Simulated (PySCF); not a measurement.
B3LYP has the VWN-RPA correlation part, as in Gaussian. Delta-SCF ions had no search for a lower state. Excitations are Tamm–Dancoff values on a coarser integration grid. The basis has no diffuse functions, so Rydberg states are missing or too high.

# [Al(CH3)3(O(CH3)2)] (charge 0, multiplicity 1)

Computed with B3LYP-D3(BJ)/def2-TZVP // PBE0-D3(BJ)/def2-SVP in PySCF.

- HOMO: -6.56 eV
- dipole moment: 4.58 D
- HOMO–LUMO gap: 6.83 eV
- LUMO: 0.27 eV
- S1 excitation (TDA): 6.05 eV
- S1 oscillator strength: 0.028
- T1 excitation (TDA): 5.91 eV
- S1–T1 gap (TDA): 0.14 eV
- vertical ionisation energy (Delta-SCF): 8.62 eV
- charge on the central atom (Mulliken): 0.60 e
- charge on the central atom (meta-Löwdin): 0.82 e
- total energy: -14079.61 eV
- cost: around 12 core-minutes (rough)

```xyz
22

Al     0.0174    -0.2039     0.1412
C     -1.7558    -1.0892     0.1877
H     -2.2002    -1.2238    -0.8145
H     -2.4953    -0.5474     0.8039
H     -1.6774    -2.1006     0.6247
C      0.7669     0.4349     1.8602
H      1.4906     1.2595     1.7341
H      1.3266    -0.3888     2.3388
H      0.0154     0.7597     2.6007
C      1.3258    -0.8460    -1.2008
H      2.0728    -0.0801    -1.4744
H      0.8799    -1.2276    -2.1358
H      1.8986    -1.6885    -0.7730
C     -1.2526     2.5038     0.0810
O     -0.5292     1.5707    -0.7012
C     -0.8567     1.6008    -2.0788
H     -2.3331     2.2874     0.0434
H     -0.8929     2.4125     1.1123
H     -1.0641     3.5243    -0.2887
H     -0.2161     0.8677    -2.5821
H     -0.6613     2.6057    -2.4856
H     -1.9162     1.3363    -2.2322
```
